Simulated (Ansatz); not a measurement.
nido-B5H9 (I for H, site b on B) (B5H8I). Total charge 0; singlet. Geometry B3LYP-D4/def2-SVP, basis def2-TZVP, Ansatz.

```
run  HOMO (eV)  LUMO (eV)
  A      -5.79      -1.46
  B      -6.48      -0.93
  C      -8.08       0.55
  D      -6.06      -1.21
  E      -6.87      -0.55
  F      -7.04      -0.40
```

In the def2 sets I takes a core potential; there is no spin–orbit coupling. HSE06 is defined as in plane-wave codes, on full-range PBE exchange.

Question: The runs used CAM-B3LYP, HSE06, PBE, PBE0, r2SCAN, r2SCAN0. Estimate which is which.

Answer: A PBE (0 % exact exchange); B HSE06 (range-separated); C CAM-B3LYP (range-separated); D r2SCAN (0 % exact exchange); E PBE0 (25 % exact exchange); F r2SCAN0 (25 % exact exchange). Exact exchange lowers occupied and raises empty levels; among semilocal functionals meta-GGAs tend to open the gap a little, and such runs are hard to tell apart. The gap grows from 4.33 eV (PBE) to 8.64 eV (CAM-B3LYP).
